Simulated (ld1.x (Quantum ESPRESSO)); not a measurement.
gallium (Ga): variants of one TM potential

Base potential:

* Element: gallium (Ga)
* Generator: ld1.x (Quantum ESPRESSO) 7.5
* Type: norm-conserving Troullier–Martins (Kleinman–Bylander form)
* Functional: PBE
* Relativity: scalar-relativistic
* Frozen core: [Ar] 3d10
* Valence charge: 3
* Reference configuration: 4s1 4p2
* Partial waves: 4s (bound): rc 1.65 bohr; 4p (bound): rc 1.85 bohr
* Local potential: all-electron potential smoothed inside 1.45 bohr (lloc = -1)
* Core correction: none

All-electron outer shells of the reference configuration (PBE, scalar-relativistic, ld1.x):

| shell | level (eV) | outermost node (bohr) | outermost maximum (bohr) |
| --- | --- | --- | --- |
| 3p | -100.79 | 0.24 | 0.56 |
| 3d | -21.04 | – | 0.53 |
| 4s | -10.04 | 0.80 | 1.87 |
| 4p | -3.35 | 0.87 | 2.47 |

Cutoffs, loose and tight: the cutoffs (Ry, on a coarse ladder) from which the occupation-weighted sum of valence levels, in a spherical-Bessel basis at the reference potential, stays within 10 and 1 mRy of its value at 400 Ry. They do not see the model core or the augmentation charge, which bear on the density cutoff. Test errors are all-electron minus pseudo excitation energies from the reference, over the configurations 4s2 4p1; 4s2 4p0; 4s1 4p0; 4s1 4p1; 4s2 4p0.5; 4s2 4p1.3; 4s0 4p3. A dash means not determined; rows that change the core or the reference have their own tests. The largest error is taken over the tests solved by every variant that gives reliable tests at all: 4s0 4p3; 4s1 4p0; 4s2 4p0.5; 4s2 4p1; 4s2 4p1.3.

A true bound ghost makes a file unfit for plane-wave use even where its test errors are small: the radial tests pick states by their node count and pass the ghost by.

```csv
change,outcome,"cutoff, loose","cutoff, tight",bound ghosts,largest test error (meV)
base,generated,12 Ry,35 Ry,none,+97
"all radii scaled by about 0.76 (s 1.26, p 1.40 bohr); local potential all-electron potential smoothed inside 1.10 bohr (lloc = -1)",generated,55 Ry,140 Ry,s,+61
"all radii scaled by about 0.87 (s 1.44, p 1.60 bohr); local potential all-electron potential smoothed inside 1.26 bohr (lloc = -1)",generated,35 Ry,70 Ry,s,+43
"all radii scaled by about 0.96 (s 1.58, p 1.78 bohr); local potential all-electron potential smoothed inside 1.38 bohr (lloc = -1)",generated,12 Ry,35 Ry,s,+1930
"all radii scaled by about 1.09 (s 1.80, p 2.02 bohr); local potential all-electron potential smoothed inside 1.58 bohr (lloc = -1)",generated,12 Ry,35 Ry,none,+59
"all radii scaled by about 1.18 (s 1.94, p 2.18 bohr); local potential all-electron potential smoothed inside 1.70 bohr (lloc = -1)",generated,12 Ry,35 Ry,none,+60
"all radii scaled by about 1.27 (s 2.10, p 2.36 bohr); local potential all-electron potential smoothed inside 1.84 bohr (lloc = -1)",generated,12 Ry,30 Ry,none,+61
"all radii scaled by about 1.38 (s 2.28, p 2.56 bohr); local potential all-electron potential smoothed inside 2.00 bohr (lloc = -1)",generated,10 Ry,25 Ry,none,+61
```

Reading the sweep of the scale of all radii (base = 1) (base included, trends over the rows without a ghost): The loose cutoff stays near 12 Ry. The median size of the test errors (rows with all tests solved) stays near 27.1 meV. Bound ghosts are found at 0.76, 0.87, 0.96.
